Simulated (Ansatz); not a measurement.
`C[Si@H](O)[Si@H](O)F` + `O[SiH](O)O` → `C[SiH](O)O[SiH](O)O` + `O[SiH2]F`  (cleavage of the Si–Si bond)

Calculated with Ansatz (gas phase, PBE0-D4/def2-TZVP geometries, no zero-point term in ΔE). CCSD(T)/CBS is the MP2 limit (def2-TZVPP, def2-QZVPP) plus CCSD(T) − MP2 in def2-TZVPP, frozen cores. Functionals use def2-TZVPP. Each species was taken in one conformer, which may not be the lowest.

`C[Si@H](O)[Si@H](O)F`:

Z-matrix (Å, degrees):
```
C
Si 1 1.859
H 1 1.093 2 110.6
H 1 1.093 2 110.1 3 119.4
H 1 1.092 2 111.0 3 -120.4
O 2 1.654 1 108.6 3 -176.2
Si 2 2.353 1 114.0 3 66.1
H 2 1.494 1 109.4 3 -55.0
H 6 0.960 2 115.6 1 -149.2
O 7 1.647 2 102.0 1 141.9
F 7 1.607 2 111.7 1 24.9
H 7 1.490 2 118.8 1 -96.8
H 10 0.959 7 119.4 2 172.0
```

`O[SiH](O)O`:

Cartesian coordinates in Å:
```
O -1.080 1.056 -0.643
Si 0.181 0.089 -0.278
O -0.241 -1.415 0.226
O 1.005 0.739 0.974
H -1.607 1.391 0.084
H 0.965 0.018 -1.526
H -0.657 -2.000 -0.408
H 1.434 0.123 1.570
```

`C[SiH](O)O[SiH](O)O`:

Cartesian coordinates in Å:
```
C 0.878 -2.500 0.478
Si -0.304 -1.158 0.020
O -1.283 -0.863 1.300
O 0.533 0.217 -0.356
Si 0.258 1.809 -0.319
O -1.125 2.024 0.545
O -0.033 2.467 -1.787
H 0.336 -3.413 0.738
H 1.482 -2.204 1.339
H 1.547 -2.726 -0.356
H -1.097 -1.519 -1.184
H -1.673 0.017 1.317
H 1.422 2.465 0.310
H -1.642 2.807 0.348
H 0.699 2.576 -2.394
```

`O[SiH2]F`:

Cartesian coordinates in Å:
```
O -0.229 -0.482 -1.156
Si -0.067 0.265 0.284
F 1.430 0.777 0.496
H 0.168 -1.345 -1.280
H -0.955 1.440 0.244
H -0.346 -0.656 1.411
```

| species | B2PLYP energy (Eh) |
| --- | --- |
| `C[Si@H](O)[Si@H](O)F` | -871.49631 |
| `O[SiH](O)O` | -517.58829 |
| `C[SiH](O)O[SiH](O)O` | -922.79749 |
| `O[SiH2]F` | -466.34805 |

**Question.** Work out ΔE.

**Answer.** ΔE = (-922.79749) + (-466.34805) − (-871.49631) − (-517.58829) = -0.06094 Eh = -160.0 kJ/mol. CCSD(T)/CBS gives -159.0 kJ/mol.

Largest T1 diagnostic among the species: 0.012.

From PBE to PBE0 (25 % exact exchange), in def2-TZVPP and without D4, ΔE moves by −11.7 kJ/mol. In def2-TZVPP, CCSD(T) changes the Hartree–Fock value by +20.0 kJ/mol (the triples alone add +2.7 kJ/mol) and MP2 by +14.0 kJ/mol.
